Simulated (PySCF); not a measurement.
Below is a simulated gas-phase C 1s photoelectron spectrum of `O=C/C=C(\F)[SiH3]`.

Every computed line was given a Gaussian of 0.4 eV full width at half maximum and an area set by the number of equivalent atoms; the highest printed point is 100. Computed, not measured: PySCF, delta-SCF UKS SCAN, pcX-2 on the ionised atom, pcseg-1 elsewhere, spin-free X2C.

(binding energy (eV), intensity): (290.4, 0), (290.5, 1), (290.6, 6), (290.7, 18), (290.8, 39), (290.9, 61), (291.0, 66), (291.1, 51), (291.2, 28), (291.3, 11), (291.4, 3), (291.5, 1), (291.6, 0), (291.7, 0), (291.8, 0), (291.9, 0), (292.0, 0), (292.1, 0), (292.2, 0), (292.3, 0), (292.4, 0), (292.5, 0), (292.6, 2), (292.7, 7), (292.8, 21), (292.9, 46), (293.0, 74), (293.1, 94), (293.2, 100), (293.3, 91), (293.4, 69), (293.5, 41), (293.6, 18), (293.7, 6), (293.8, 1), (293.9, 0)

Question: Count the maxima, the lines and the sites behind this envelope.

Answer: The curve has 2 maxima (at 291.0 and 293.2 eV). Under it lie 3 lines from 3 inequivalent carbon sites. At this width some lines have no maximum of their own.

Question: Decompose the envelope and assign each component. Numbering: `[O:1]=[CH:2]/[CH:3]=[C:4](\[F:5])[SiH3:6]`.

Answer: 
```
position (eV)  relative area  line  atoms         environment
       290.97              1  C 1s     C3    alkene CH carbon
       293.06              1  C 1s     C4  vinylic C–F carbon
       293.32              1  C 1s     C2     aldehyde carbon
```

Question: What are the centre and the root-mean-square width of the whole band?

Answer: The area-weighted mean of the lines is 292.45 eV. Their own spread about it is 1.05 eV (rms) and each Gaussian has σ = 0.4/2.355 = 0.17 eV; the variances add, which gives 1.06 eV.

Lowest listed C 1s: C3, bonded to C (double bond), C and H. Highest, 2.35 eV above it: C2, bonded to O (double bond), C and H.

The curve has no shake-up lines and no vibrational structure. The unrestricted hole states depart most from a pure doublet (⟨S²⟩ = 0.75; over 0.85 named) for C 1s of C4 (0.86), which makes this value less certain. Geometry: GFN2-xTB, one conformer, isolated molecule.

The values belong to the conformer `[O:1]=[CH:2]/[CH:3]=[C:4](\[F:5])[SiH3:6]`: O1–C2–C3–C4 180°.
